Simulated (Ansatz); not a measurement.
Molecule: C2H10O2Si2, charge 0, multiplicity 1. 
Coordinates optimised at B3LYP-D3(BJ)/def2-TZVP (Ansatz, a quantum-chemistry and plane-wave program):
```
Si
O 1 1.6772
H 2 0.9608 1 119.15
C 1 1.8748 2 110.88 3 -62.88
H 4 1.0913 1 111.22 2 -55.86
H 4 1.0932 5 107.83 1 121.39
H 4 1.0936 5 108.20 6 115.97
C 1 1.8755 2 110.38 3 58.31
H 8 1.0914 1 111.27 2 56.61
H 8 1.0929 9 107.83 1 -121.43
H 8 1.0938 9 108.14 10 -116.00
Si 1 2.3560 2 98.09 3 177.32
O 12 1.6614 1 105.92 2 -17.47
H 13 0.9637 12 113.79 1 16.76
H 12 1.4844 13 108.17 14 138.78
H 12 1.4884 15 106.80 13 -119.28
```
Charge 0, spin multiplicity 1.

Basis-set convergence of Hartree-Fock and CCSD correlation energies (hartree) with Ansatz. Cores are frozen in the correlated levels unless marked. Spin-orbit coupling is left out. Non-relativistic.

```csv
basis,functions,E(HF),"E(corr, CCSD)"
cc-pV(D+d)Z,152,-809.27630,-0.93394
cc-pV(T+d)Z,338,-809.39116,-1.14487
cc-pV(Q+d)Z,648,-809.41639,-1.21363
```

Extrapolating the two largest sets (X = 3 and 4) as X^-3: E(corr) = (64·(-1.21363) - 27·(-1.14487))/37 = -1.2638 Eh, an estimate of the basis-set limit. The largest set recovers 96.0 % of it, the smallest 73.9 %.
